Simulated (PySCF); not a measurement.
# Ligand-field analysis of V(OH)3

V(OH)3: V(III) (d2), charge 0. The structure is a PBE0-D3(BJ)/def2-TZVP geometry optimised for multiplicity 3; coordination trigonal planar, point group C1, metal–donor distances 1.78–1.80 Å.

```
7

V     0.000    0.000    0.000
O    -0.940    1.506    0.117
H    -1.854    1.756   -0.018
O     1.781   -0.101    0.118
H     2.427    0.230    0.741
O    -0.864   -1.576    0.119
H    -1.173   -1.966    0.940
```

Method (PySCF 2.14, density fitting): CASSCF(2,5) with orbitals averaged over all microstates of the shell, strongly contracted NEVPT2 on the averaged canonical orbitals; basis x2c-TZVPall on the metal, x2c-SVPall elsewhere; spin-free X2C; gas phase; spin-orbit coupling by state interaction with the mean-field operator over all roots.

## Spin-free states

| 2S+1 | deg. | free-ion term | CASSCF / cm⁻¹ | NEVPT2 / cm⁻¹ | f(ED) | occupations |
| --- | --- | --- | --- | --- | --- | --- |
| 3 | 1 | 3F 0.77 | 0 | 0 | – | 0.8 0.9 0.2 0.0 0.0 |
| 3 | 1 | 3F 0.83 | 1672 | 3308 | 6.7e-06 | 0.2 0.9 0.8 0.0 0.0 |
| 3 | 1 | 3F 0.76 | 2810 | 3505 | 1.0e-05 | 0.8 0.2 0.9 0.1 0.0 |
| 1 | 1 | 1G 0.70 | 10047 | 6204 | – | 1.7 0.2 0.0 0.0 0.0 |
| 1 | 1 | 1G 0.73 | 10828 | 8614 | – | 1.0 1.0 0.0 0.0 0.0 |
| 1 | 1 | 1G 0.56 | 13118 | 11983 | – | 0.8 0.3 0.9 0.0 0.0 |
| 3 | 1 | 3F 0.99 | 11080 | 12349 | 7.0e-05 | 1.0 0.0 0.0 1.0 0.0 |
| 1 | 1 | 1D 0.61 | 13872 | 13900 | – | 0.2 1.1 0.7 0.0 0.0 |
| 1 | 1 | 1D 0.56 | 14182 | 14255 | – | 0.2 0.8 0.9 0.1 0.0 |
| 3 | 1 | 3F 1.00 | 13688 | 15517 | 2.5e-04 | 0.9 0.0 0.0 0.0 1.0 |
| 3 | 1 | 3F 0.91 | 15459 | 18493 | 2.0e-04 | 0.0 0.7 0.3 0.7 0.3 |
| 3 | 1 | 3F 0.99 | 15985 | 19648 | 9.6e-05 | 0.0 0.5 0.5 0.5 0.5 |
| 1 | 1 | 1D 0.57 | 24063 | 23860 | – | 0.1 0.5 1.1 0.2 0.2 |
| 3 | 1 | 3P 0.70 | 23069 | 24342 | 4.8e-04 | 0.1 0.5 0.5 0.5 0.4 |
| 1 | 1 | 1G 0.68 | 25079 | 24354 | – | 0.9 0.1 0.1 0.9 0.0 |

Only the lowest 15 spin-free levels are listed. Energies are counted from the ground state at NEVPT2 level. Weights follow the labels. f(ED) is the electric-dipole oscillator strength from the ground state at the fixed geometry, without vibronic coupling; occupations, where given, run over the ligand-field orbitals from the lowest.

## Spin-orbit levels

| E / cm⁻¹ | deg. | make-up |
| --- | --- | --- |
| 0.0 | 1 | 0.99 3F |
| 6.9 | 1 | 1.00 3F |
| 12.6 | 1 | 1.00 3F |
| 3240.6 | 1 | 0.77 3F + 0.22 3F |
| 3251.3 | 1 | 0.76 3F + 0.24 3F |
| 3332.8 | 1 | 1.00 3F |
| 3525.0 | 1 | 1.00 3F |
| 3597.9 | 1 | 0.76 3F + 0.24 3F |
| 3605.4 | 1 | 0.77 3F + 0.22 3F |
| 6239.5 | 1 | 0.99 1G |
| 8635.8 | 1 | 1.00 1G |
| 11982.8 | 1 | 0.95 1G + 0.05 3F |
| 12364.3 | 1 | 1.00 3F |
| 12366.5 | 1 | 1.00 3F |
| 12379.6 | 1 | 0.95 3F + 0.05 1G |
| 13917.3 | 1 | 1.00 1D |
| 14266.8 | 1 | 0.99 1D |
| 15533.3 | 1 | 1.00 3F |
| 15542.3 | 1 | 1.00 3F |
| 15545.3 | 1 | 1.00 3F |
| 18475.7 | 1 | 0.96 3F + 0.03 3F |
| 18480.1 | 1 | 0.96 3F + 0.03 3F |
| 18517.6 | 1 | 1.00 3F |
| 19672.0 | 1 | 1.00 3F |

Only the lowest levels are listed: 24 of 45 states.

## Ligand-field fit

| cm⁻¹ | CASSCF |
| --- | --- |
| B | 872 |
| B, free ion | 1086 |
| C | 3470 |
| C, free ion | 4071 |
| rms of the fit | 203 |

```tsv
orbital	CASSCF / cm⁻¹	metal share	main function
1	0	0.91	z2 0.99
2	2618	0.95	yz 0.57
3	5297	0.93	xz 0.58
4	18628	0.85	x2-y2 0.94
5	21197	0.83	xy 0.95
```

ζ = 172 cm⁻¹, against 209 for the free ion.

NEVPT2 lifts a 2S+1 = 3 state (76 % 3F) from 2810 to 3505 cm⁻¹; on the d shell alone such lifts tend to overshoot. NEVPT2 on the d shell alone tends to put d–d bands too high for such charged or covalently bound ions.

The job took 4.3 s on one thread of Arm Neoverse V2 (shared host), with 105 basis functions, launched as `OMP_NUM_THREADS=1 python lf_run.py task.json out`.
